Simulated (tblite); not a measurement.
C₄H₉FNS (doublet state).
Numbering: `[CH3:1][C@@H:2]([CH2:3][F:4])[C@H:5]([NH2:6])[S:7]` (hydrogens: H8, H9, H10 on C1; H11 on C2; H12, H13 on C3; H14 on C5; H15, H16 on N6)

The geometry is computed with GFN2-xTB (gas phase). This method treats the open shell by occupation alone, without spin polarisation.

Q: List the bond lengths, angles and torsions at this level.

A: 
```csv
bond,length (Å)
C1–C2,1.527
C2–C3,1.528
C3–F4,1.372
C2–C5,1.533
C5–N6,1.424
C5–S7,1.849
"C1–H8, C1–H9, C1–H10",1.088
C2–H11,1.096
C3–H12,1.095
C3–H13,1.095
C5–H14,1.095
"N6–H15, N6–H16",1.013
```

Bonds in one row agree within 0.01 Å and their mean is given. A selection of angles:
```csv
angle,degrees
C2–C1–H8,110.3
C2–C1–H9,111.0
H8–C1–H9,109.2
H9–C1–H10,108.1
C1–C2–C3,110.3
C1–C2–C5,112.7
C1–C2–H11,108.9
C3–C2–C5,109.8
C3–C2–H11,108.0
C5–C2–H11,107.0
C2–C3–F4,110.0
C2–C3–H12,111.6
C2–C3–H13,111.5
F4–C3–H12,106.7
F4–C3–H13,107.0
H12–C3–H13,109.9
C2–C5–N6,111.7
C2–C5–S7,111.0
C2–C5–H14,109.6
N6–C5–S7,111.0
N6–C5–H14,108.6
S7–C5–H14,104.6
C5–N6–H15,112.3
H15–N6–H16,109.3
```

Torsions: C1–C2–C3–F4 -68° (synclinal); C1–C2–C5–N6 61° (synclinal).

Of the pairs four or more bonds apart, C1···H16 is among the closest relative to their van der Waals radii: 2.67 Å, 92 % of the sum of Bondi's values. N6 (nitrogen bonded to C and 2 H) is pyramidal (angles 112.3°, 111.9° and 109.3°, sum 333.5°, 0.34 Å off the plane of its three neighbours).

Point group: C1 (no symmetry element, even within 0.4 Å). Its GFN2-xTB frequencies are all real (lowest 68 cm⁻¹). Torsions: C1–C2–C3–F4 -68°, C1–C2–C5–N6 61°, C2–C5–N6–H 175° and -62°.

One conformer stands for the species.
